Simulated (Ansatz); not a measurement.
Geometry optimisation, DFT LDA, scalar-relativistic, plane waves, PAW (Ansatz 0.2.0).

Input file:

```yaml
crystal:
  lattice:
    - [6.98, 0.0, 0.0]
    - [0.0, 6.98, 0.0]
    - [0.0, 0.0, 6.98]
  atoms:
    - { symbol: Li, position: [0.0, 0.0, 0.0] }
    - { symbol: Li, position: [0.5, 0.0, 0.0] }
    - { symbol: Li, position: [0.0, 0.5, 0.0] }
    - { symbol: Li, position: [0.0, 0.0, 0.5] }
    - { symbol: Li, position: [0.25, 0.25, 0.25] }
    - { symbol: Li, position: [0.5, 0.5, 0.0] }
    - { symbol: Li, position: [0.5, 0.0, 0.5] }
    - { symbol: Li, position: [0.75, 0.25, 0.25] }
    - { symbol: Li, position: [0.0, 0.5, 0.5] }
    - { symbol: Li, position: [0.25, 0.75, 0.25] }
    - { symbol: Li, position: [0.25, 0.25, 0.75] }
    - { symbol: Li, position: [0.5, 0.5, 0.5] }
    - { symbol: Li, position: [0.75, 0.75, 0.25] }
    - { symbol: Li, position: [0.75, 0.25, 0.75] }
    - { symbol: Li, position: [0.25, 0.75, 0.75] }
    - { symbol: Li, position: [0.75, 0.75, 0.75] }
    - { symbol: C, position: [0.6227065, 0.2512116, 0.0108251] }
basis:
  ecutwfc: 420.0
kpoints:
  mp_grid: { grid: [4, 4, 4] }
hamiltonian:
  xc: lda
scf:
  occupations: { method: gaussian, width: 0.1 }
  lower_state_search: "off"
relax:
  f_tol: 0.03
  max_steps: 60
  adjacent_minimum: "off"
```

Launched with:

```bash
$ ansatz run input.yaml --threads 2 --pin off --max-ram 5120MiB --backend cpu --events-out ev --progress --plain --runs-dir out
```

**Question.** Where does it end, and by what steps?

**Answer.** The forces met the threshold. The force dipped under the threshold on the way, but the program's further checks kept it going. Limits of this set-up: coarse k mesh. After 7 steps the energy has fallen by 1.183 eV; Li11 moved furthest, 0.84 Å. Joined: Li1–Li2, Li1–Li3, Li1–C17, Li3–Li6, Li3–C17, Li5–Li8.

```json
{"step": "0", "energy less start (eV)": "0.0000", "largest force component (eV/Å)": "0.526", "accepted": "yes"}
{"step": "1", "energy less start (eV)": "-0.2992", "largest force component (eV/Å)": "0.314", "accepted": "yes"}
{"step": "2", "energy less start (eV)": "-0.5711", "largest force component (eV/Å)": "0.269", "accepted": "yes"}
{"step": "3", "energy less start (eV)": "-0.8488", "largest force component (eV/Å)": "0.202", "accepted": "yes"}
{"step": "4", "energy less start (eV)": "-1.0971", "largest force component (eV/Å)": "0.132", "accepted": "yes"}
{"step": "5", "energy less start (eV)": "-1.1689", "largest force component (eV/Å)": "0.098", "accepted": "yes"}
{"step": "6", "energy less start (eV)": "-1.1825", "largest force component (eV/Å)": "0.010", "accepted": "yes"}
{"step": "7", "energy less start (eV)": "-1.1825", "largest force component (eV/Å)": "0.010", "accepted": "yes"}
```

```xyz
17
Lattice="6.9800 0.0000 0.0000 0.0000 6.9800 0.0000 0.0000 0.0000 6.9800" Properties=species:S:1:pos:R:3
Li -0.727 0.426 0.004
Li 3.737 -0.193 0.004
Li -0.727 3.065 0.004
Li 0.288 0.263 3.494
Li 2.471 1.745 1.323
Li 3.737 3.684 0.004
Li 3.323 -0.216 3.493
Li 4.987 1.745 1.946
Li 0.288 3.228 3.494
Li 1.454 5.235 1.486
Li 2.471 1.745 5.665
Li 3.323 3.707 3.494
Li 5.399 5.235 1.965
Li 4.985 1.745 5.049
Li 1.454 5.235 5.501
Li 5.400 5.235 5.022
C 4.363 1.746 0.007
```

Time of the run: 87 s on 2 threads of Arm Neoverse V2, on a shared host, peak memory 0.7 GiB.
